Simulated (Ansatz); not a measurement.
Ansatz results at the PBE0-D4/def2-TZVP geometry: HOMO–LUMO gap (B3LYP/def2-TZVPP) 7.23 eV; HOMO energy (B3LYP/def2-TZVPP) -8.11 eV; size of the dipole moment (ωB97M-V/def2-TZVPP) 3.23 D.

Question: Which molecule gave them?
A. `O=NBr`
B. `[O-][n+]1ccccc1`
C. `c1nnco1`
D. `Nc1cccc(O)c1`

Answer: C. The others give `[O-][n+]1ccccc1`: 4.76, -6.19, 4.23; `O=NBr`: 3.94, -7.93, 2.06; `Nc1cccc(O)c1`: 5.59, -5.66, 1.14.

B3LYP here is the variant with VWN-RPA as its local correlation; programs differ in this.
